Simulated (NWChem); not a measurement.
System: InHBrF; SMILES [F][InH][Br]

Here is an NWChem input.

```
start job
memory heap 200 mb stack 900 mb global 1100 mb
geometry units angstroms
  In    -0.268629    -0.849778     0.000000
  H     -1.748410    -1.688759     0.000000
  F      1.436886    -1.802815     0.000000
  Br     0.081846     1.593085     0.000000
end
basis spherical
  * library 3-21g
end
dft
  xc b3lyp
  iterations 150
end
driver
  maxiter 120
end
task dft optimize
task dft freq
```

NWChem printed, in part:

```
             Northwest Computational Chemistry Package (NWChem) 7.3.0
             --------------------------------------------------------

 CS  symmetry detected

                             Geometry "geometry" -> ""
                             -------------------------

 Output coordinates in angstroms (scale by  1.889725989 to convert to a.u.)

  No.       Tag          Charge          X              Y              Z
 ---- ---------------- ---------- -------------- -------------- --------------
    1 In                  49.0000    -0.30371822    -0.80012443     0.00000000
    2 H                    1.0000    -1.80950180    -1.59148827     0.00000000
    3 F                    9.0000     1.37053683    -1.80706584     0.00000000
    4 Br                  35.0000     0.12448180     1.63031937     0.00000000

 Effective nuclear repulsion energy (a.u.)     554.4446105439

      Symmetry information
      --------------------

 Group name             Cs
 Group number              2
 Group order               2
 No. of unique centers     4

                                Z-matrix (autoz)
                                --------

 Units are Angstrom for bonds and degrees for angles

      Type          Name      I     J     K     L     M      Value
      ----------- --------  ----- ----- ----- ----- ----- ----------
    1 Stretch                  1     2                       1.70107
    2 Stretch                  1     3                       1.95373
    3 Stretch                  1     4                       2.46788
    4 Bend                     2     1     3               121.25203
    5 Bend                     2     1     4               127.71608
    6 Bend                     3     1     4               111.03188
    7 Torsion                  2     1     3     4         180.00000
    8 Torsion                  2     1     4     3         180.00000
    9 Torsion                  3     1     2     4         180.00000
   10 Torsion                  2     4     1     3         180.00000
   11 Torsion                  3     2     1     4         180.00000
   12 Torsion                  2     3     1     4         180.00000

                           NWChem Geometry Optimization
                           ----------------------------

 maximum gradient threshold         (gmax) =   0.000450
 rms gradient threshold             (grms) =   0.000300
 maximum cartesian step threshold   (xmax) =   0.001800
 rms cartesian step threshold       (xrms) =   0.001200
 fixed trust radius                (trust) =   0.300000
 source of zmatrix                         =   autoz

          -------------------
          Energy Minimization
          -------------------

 Using diagonal initial Hessian
 Scaling for Hessian diagonals: bonds = 1.00  angles = 0.25  torsions = 0.10

          --------
          Step   0

                                 NWChem DFT Module
                                 -----------------

 Summary of "ao basis" -> "ao basis" (spherical)
 ------------------------------------------------------------------------------
       Tag                 Description            Shells   Functions and Types
 ---------------- ------------------------------  ------  ---------------------
 In                          3-21g                  13       31   6s5p2d
 H                           3-21g                   2        2   2s
 F                           3-21g                   5        9   3s2p
 Br                          3-21g                  10       22   5s4p1d

      Symmetry analysis of basis
      --------------------------

        a'         47
        a"         17

            General Information
            -------------------
          SCF calculation type: DFT
          Wavefunction type:  closed shell.
          No. of atoms     :     4
          No. of electrons :    94
           Alpha electrons :    47
            Beta electrons :    47
          Charge           :     0
          Spin multiplicity:     1
          Use of symmetry is: on ; symmetry adaption is: on
          Maximum number of iterations: 150
          AO basis - number of functions:    64
                     number of shells:    30
          Convergence on energy requested:  1.00D-06
          Convergence on density requested:  1.00D-05
          Convergence on gradient requested:  5.00D-04

              XC Information
              --------------
                         B3LYP Method XC Potential
                     Hartree-Fock (Exact) Exchange  0.200
                        Slater Exchange Functional  0.800 local
                    Becke 1988 Exchange Functional  0.720 non-local
              Lee-Yang-Parr Correlation Functional  0.810
                  VWN I RPA Correlation Functional  0.190 local

[...]

      ----------------------
      Optimization converged
      ----------------------

  Step       Energy      Delta E   Gmax     Grms     Xrms     Xmax
  ---- ---------------- -------- -------- -------- -------- --------
@    6   -8379.00390949 -1.5D-07  0.00007  0.00003  0.00031  0.00067
                                     ok       ok       ok       ok

                                Z-matrix (autoz)
                                --------

 Units are Angstrom for bonds and degrees for angles

      Type          Name      I     J     K     L     M      Value     Gradient
      ----------- --------  ----- ----- ----- ----- ----- ---------- ----------
    1 Stretch                  1     2                       1.74333   -0.00007
    2 Stretch                  1     3                       1.93059    0.00000
    3 Stretch                  1     4                       2.52611    0.00002
    4 Bend                     2     1     3               120.41964   -0.00004
    5 Bend                     2     1     4               127.26826    0.00003
    6 Bend                     3     1     4               112.31211    0.00001
    7 Torsion                  2     1     3     4         180.00000    0.00000
    8 Torsion                  2     1     4     3         180.00000    0.00000
    9 Torsion                  3     1     2     4         180.00000    0.00000
   10 Torsion                  2     4     1     3         180.00000    0.00000
   11 Torsion                  3     2     1     4         180.00000    0.00000
   12 Torsion                  2     3     1     4         180.00000    0.00000

                         Geometry "geometry" -> "geometry"
                         ---------------------------------

 Output coordinates in angstroms (scale by  1.889725989 to convert to a.u.)

  No.       Tag          Charge          X              Y              Z
 ---- ---------------- ---------- -------------- -------------- --------------
    1 In                  49.0000    -0.28311794    -0.80761326     0.00000000
    2 H                    1.0000    -1.82485515    -1.62139229     0.00000000
    3 F                    9.0000     1.35849665    -1.82362637     0.00000000
    4 Br                  35.0000     0.13127504     1.68427276     0.00000000

 Effective nuclear repulsion energy (a.u.)     546.1842031166

      Symmetry information
      --------------------

 Group name             Cs
 Group number              2
 Group order               2
 No. of unique centers     4

                Final and change from initial internal coordinates
                --------------------------------------------------

                                Z-matrix (autoz)
                                --------

 Units are Angstrom for bonds and degrees for angles

[...]

 Rotational Constants
 --------------------
 A=   0.344121 cm-1  (  0.495102 K)
 B=   0.045892 cm-1  (  0.066026 K)
 C=   0.040492 cm-1  (  0.058257 K)

 Temperature                      =   298.15K
 frequency scaling parameter      =   1.0000

 Zero-Point correction to Energy  =    5.344 kcal/mol  (  0.008516 au)
 Thermal correction to Energy     =    8.289 kcal/mol  (  0.013209 au)
 Thermal correction to Enthalpy   =    8.881 kcal/mol  (  0.014153 au)

 Total Entropy                    =   76.068 cal/mol-K
   - Translational                =   41.978 cal/mol-K (mol. weight = 214.8268)
   - Rotational                   =   27.313 cal/mol-K (symmetry #  =        1)
   - Vibrational                  =    6.777 cal/mol-K

 Cv (constant volume heat capacity) =   13.356 cal/mol-K
   - Translational                  =    2.979 cal/mol-K
   - Rotational                     =    2.979 cal/mol-K
   - Vibrational                    =    7.397 cal/mol-K

[normal modes left out]

 ----------------------------------------------------------------------------
 Normal Eigenvalue ||           Projected Infra Red Intensities
  Mode   [cm**-1]  || [atomic units] [(debye/angs)**2] [(KM/mol)] [arbitrary]
 ------ ---------- || -------------- ----------------- ---------- -----------
    1       -0.000 ||    0.002082           0.048         2.029       0.660
    2       -0.000 ||    0.000376           0.009         0.367       0.119
    3        0.000 ||    0.000405           0.009         0.395       0.128
    4        0.000 ||    0.001152           0.027         1.123       0.365
    5        0.000 ||    0.000000           0.000         0.000       0.000
    6        0.000 ||    0.000202           0.005         0.197       0.064
    7      130.612 ||    0.013269           0.306        12.935       4.207
    8      254.681 ||    0.020937           0.483        20.410       6.639
    9      352.433 ||    0.068769           1.587        67.039      21.806
   10      510.191 ||    0.142091           3.278       138.517      45.057
   11      662.648 ||    0.026376           0.609        25.713       8.364
   12     1829.155 ||    0.102774           2.371       100.189      32.589
 ----------------------------------------------------------------------------
```

Level: B3LYP/3-21G, non-relativistic. This build's default masses of Se (78.918 u) and Br (79.917 u) are each other's, which moves their modes by up to 0.6 %.
